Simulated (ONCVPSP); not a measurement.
phosphorus: one change to an ONCV potential, before and after

```json
{
 "Element": "P (Z = 15)",
 "Generator": "ONCVPSP 4.0.1",
 "Type": "optimised norm-conserving Vanderbilt (ONCV)",
 "Functional": "BLYP",
 "Relativity": "scalar-relativistic",
 "Frozen core": "[Ne]",
 "Valence charge": "5",
 "Reference configuration": "3s2 3p2.5 (charge +0.5)",
 "Partial waves": "3s: rc 1.40 bohr, ncon 4, nbas 7, qcut 3.8 1/bohr, 2 projectors, debl 0.8 Ha; 3p: rc 1.60 bohr, ncon 4, nbas 7, qcut 5.3 1/bohr, 2 projectors, debl 2.1 Ha",
 "Local potential": "polynomial inside 1.10 bohr (lpopt 5, dvloc0 2 Ha)",
 "Core correction": "Teter function, fcfact 3.5, rcfact 1.15"
}
```

Change: functional PBE.

Cutoffs: the cutoffs (Ha) at which the residual kinetic energy of the hardest occupied pseudo-wave falls to 1 and 0.1 mHa per electron; they do not see the model core or the augmentation charge, which bear on the density cutoff. Errors are all-electron minus pseudo energies relative to the spin-unpolarised reference configuration.

Problem. How do hardness, ghosts and transferability respond?

Solution. The potential gets neither clearly harder nor softer (19 Ha and 45 Ha → 18 Ha and 43 Ha); of the 4 tests that both files solve, the error grows in 0 and shrinks in 3 by more than 15 % and 0.3 meV (median size 1.1 → 0.8 meV); neither file shows a bound ghost.

```tsv
quantity	base	changed
cutoff, loose	19 Ha	18 Ha
cutoff, tight	45 Ha	43 Ha
loose cutoff by channel	s 19 Ha, p 5.2 Ha	s 18 Ha, p 5.2 Ha
bound ghosts	none	none
GHOST(+) flags under 300 eV	s at 104.2 eV	s at 75.7 eV
error for 3s2 3p3, meV [ΔE -3.70 → -3.77 eV]	+0.7	+0.2
error for 3s2 3p2, meV [ΔE 5.88 → 5.95 eV]	+0.7	-0.2
error for 3s2 3p1, meV [ΔE 24.89 → 25.10 eV]	+19	+3.3
error for 3s1 3p4, meV [ΔE 4.86 → 4.76 eV]	+1.4	-1.3
s: phases at 1.42 bohr within 0.05 rad from the reference energy up to (Ha; the scan ends near 5)	3.2	2.4
p: phases at 1.62 bohr within 0.05 rad from the reference energy up to (Ha; the scan ends near 5)	4.4	4.3
rms error of d²Exc/dni dnj with the model core, mHa	2.84	0.84
```
